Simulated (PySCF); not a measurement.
**Fractional electron number in Ag⁺ (silver, charge +1)**

The 4d beta orbital of [Kr] 4d10 is emptied in steps (occupation f), with all orbitals relaxed, ending at [Kr] 4d9. Computed with PySCF 2.14 in aug-cc-pVTZ-PP with ECP28MDF, with a scalar-relativistic core potential. The exact energy is a straight line in f; departures are measured from the line between the end points of the same method.

| f | PBE0 (eV) | r2SCAN (eV) | LC-wPBE (eV) |
| --- | --- | --- | --- |
| 1 | 0.000 | 0.000 | 0.000 |
| 0.75 | -0.785 | -1.091 | -0.251 |
| 0.5 | -1.056 | -1.458 | -0.341 |
| 0.25 | -0.797 | -1.095 | -0.261 |
| 0 | 0.000 | 0.000 | 0.000 |

```csv
method,E(f=0) − E(f=1) (eV),−ε at f=1 (eV),−ε at f=0.5 (eV)
PBE0,21.506,17.357,21.474
r2SCAN,21.460,15.667,21.448
LC-wPBE,21.417,20.115,21.387
```

Orbital energy along the path (eV):

| f | PBE0 | r2SCAN | LC-wPBE |
| --- | --- | --- | --- |
| 1 | -17.357 | -15.667 | -20.115 |
| 0.75 | -19.384 | -18.536 | -20.722 |
| 0.5 | -21.474 | -21.448 | -21.387 |
| 0.25 | -23.612 | -24.378 | -22.094 |
| 0 | -25.786 | -27.296 | -22.832 |

Reference removal energy between the ground levels: 21.484 eV (measured; NIST Atomic Spectra Database, ionization energies). The calculation has no spin-orbit coupling.
